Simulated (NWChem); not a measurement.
C2H2BFO2; SMILES O=C1OCB1F

```xyz
8

O      1.2553    -1.5931     0.0000
C      0.4099    -0.7590     0.0000
O     -0.9506    -0.9900     0.0000
C     -1.4101     0.3929     0.0000
B      0.1062     0.8324     0.0000
F      0.7838     1.9417     0.0000
H     -2.0109     0.6123     0.8971
H     -2.0109     0.6123    -0.8971
```
Atoms are numbered in this order, from 1.

Results from NWChem. Geometry: optimised at PBE0/def2-SVP. Hybrids' shares of exact exchange are those that their runs print; pure functionals count as 0. The functionals differ in more than this share.

```
row                    share of exact exchange  orbital gap (eV)
---------------------  -----------------------  ----------------
PBE/def2-SVP                              0.00              2.91
BLYP/def2-SVP                             0.00              2.94
TPSSh/def2-SVP                            0.10              4.12
B3LYP/def2-SVP                            0.20              4.99
PW6B95/def2-SVP                           0.28              5.63
Hartree-Fock/def2-SVP                     1.00          withheld
```

Question: Fit a straight line of the last column on the one before it, predict the withheld value, and compare with the run.

Answer: 
1. Means of the 5 shown rows: x = 0.116, y = 4.118. Slope Σ(x − x̄)(y − ȳ)/Σ(x − x̄)² = 0.5980/0.06112 = 9.783; intercept 2.983.
2. The shown rows scatter about the line by 0.093 (root mean square); the largest residual is +0.16, at TPSSh/def2-SVP.
3. At x = 1.00 (Hartree-Fock/def2-SVP; beyond the shown range) the line gives 12.77.
4. The run gives 13.34, +0.57 from the line, 6.1 times the scatter.
